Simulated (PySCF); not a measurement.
**Assigning NMR signals**

Atoms are numbered as in `[O:1]=[CH:2][O:3][Si@H:4]([PH2:5])[CH:6]1[CH2:7][CH2:8]1` (H(Xn): hydrogen on atom n). Ha(C7), Ha(C8) are cis to Si4 on the ring; Hb(C7), Hb(C8) are trans to Si4 on the ring.

[PySCF 2.14.0 with density-fitted response routines: GFN2-xTB structure; shieldings: GIAO PBE0/pcSseg-1; fast rotation and ring inversion assumed for equivalent nuclei; relativity neglected; no solvent model; one computed conformer]

δ = σ(ref) − σ, references computed at the same level: TMS for ¹³C and ¹H.

Problem. Assign these signals to the numbered atoms. ¹³C{¹H} NMR (computed): δ 166.3 (CH), 4.8 (CH2), 3.1 (CH2), 0.0 (CH).

Solution. 
```tsv
δ (ppm)	atoms	environment	reason
166.3	C2	carbonyl carbon	–
4.8	C8	three-membered-ring carbon	carbons of three-membered rings are unusually shielded
3.1	C7	three-membered-ring carbon	–
0.0	C6	three-membered-ring carbon	–
```

C8 and C7 lie closer than the usual error of such a calculation, so a measured spectrum could show them in the other order.

Problem. Assign these signals to the numbered atoms. ¹H NMR (300 MHz, computed): δ 7.96 (m, 1H), 5.96 (m, 1H), 1.61 (m, 2H), 0.79 (m, 1H), 0.75 (m, 1H), 0.71 (m, 1H), 0.46 (m, 1H), -0.27 (m, 1H).

Solution. 
| δ (ppm) | atoms | environment | reason |
| --- | --- | --- | --- |
| 7.96 | H(C2) | hydrogen on a carbonyl carbon | – |
| 5.96 | H(Si4) | hydrogen on a silicon bonded to C, O, P | – |
| 1.61 | H(P5) | hydrogen on a phosphorus bonded to Si | – |
| 0.79 | Ha(C8) | hydrogen on a three-membered-ring carbon | cyclopropane-type protons are shielded by the ring |
| 0.75 | Hb(C8) | hydrogen on a three-membered-ring carbon | – |
| 0.71 | Hb(C7) | hydrogen on a three-membered-ring carbon | – |
| 0.46 | Ha(C7) | hydrogen on a three-membered-ring carbon | – |
| -0.27 | H(C6) | hydrogen on a three-membered-ring carbon | – |

Ha(C8) and Hb(C8); Hb(C8) and Hb(C7) lie closer than the usual error of such a calculation, so a measured spectrum could show them in the other order.

Splittings by ³¹P in the carbon and heteronuclear signals aren't shown, as no couplings were computed. Shifts are as computed. Against solution values, carbons near 30 ppm lie about +3 ppm off and those near 130 ppm about +5 ppm. Of 1309 compounds with measured shifts, 239 miss one by over three times the rms of a fit or turn the order of signals round; such compounds aren't used in these exercises. Multiplicities follow the n + 1 count of equivalent neighbours, as no J values were calculated; m marks all less simple cases, F and P coupling included.
